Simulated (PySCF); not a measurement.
C₃H₆N₂Si, SMILES C1=NC[SiH2]N=C1. Coordinates come from a B3LYP-D3(BJ)/def2-SVP optimisation. This is a generated structure with no PubChem entry under its InChIKey; it may be hypothetical. The values are those of a single conformer.

Computed equilibrium geometry at B3LYP-D3(BJ)/def2-SVP (PySCF confirms it by a frequency run) as Cartesian coordinates in Å (one conformer of several):
```xyz
12

C      1.1609    -1.1874     0.1008
N     -0.0158    -1.6736     0.1618
C     -1.1888    -0.8457    -0.1412
Si    -0.9260     1.0182     0.1244
N      0.8028     1.2519    -0.1882
C      1.5639     0.2305    -0.1841
H      1.9988    -1.8779     0.2935
H     -2.0543    -1.2657     0.3970
H     -1.4212    -1.0096    -1.2116
H     -1.7172     1.8324    -0.8358
H     -1.2168     1.4717     1.5143
H      2.6497     0.3614    -0.3678
```
